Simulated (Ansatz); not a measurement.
Spin states of O2Pt (SMILES [O]=[Pt]=[O]), each relaxed with B3LYP-D3(BJ)/def2-TZVP.
State 1 (charge 0, multiplicity 1):
```xyz
3

Pt    -0.00975     0.01482    -0.02204
O      1.29033     0.22146    -1.09507
O     -1.31374    -0.18891     1.04679
```
State 2 (charge 0, multiplicity 5):
```json
[
 {"atom": "Pt", "x (Å)": "0.2320", "y (Å)": "-0.1649", "z (Å)": "0.2372"},
 {"atom": "O", "x (Å)": "1.2040", "y (Å)": "0.3171", "z (Å)": "-1.2538"},
 {"atom": "O", "x (Å)": "-1.4692", "y (Å)": "-0.1048", "z (Å)": "0.9462"}
]
```

Singlets are restricted, other states unrestricted; no spin–orbit coupling, no relativity up to Kr; see below for the cores. The largest T1 diagnostic is 0.108.

Codes used: Ansatz (a quantum-chemistry and plane-wave program) with Gaussian orbitals. Each number belongs to the level named beside it. In def2 rows elements past Kr take small-core potentials, without spin–orbit coupling.

Task: One of these levels gives 236.2 kJ/mol for the energy of the multiplicity-5 state less that of the multiplicity-1 state. Which?
A. PBE/def2-TZVPP
B. BHLYP/def2-TZVPP
C. SVWN5/def2-TZVPP
D. B3LYP/def2-TZVPP

Result: A, PBE/def2-TZVPP. The others give 287.4 (SVWN5/def2-TZVPP), 188.2 (B3LYP/def2-TZVPP), 86.4 (BHLYP/def2-TZVPP)
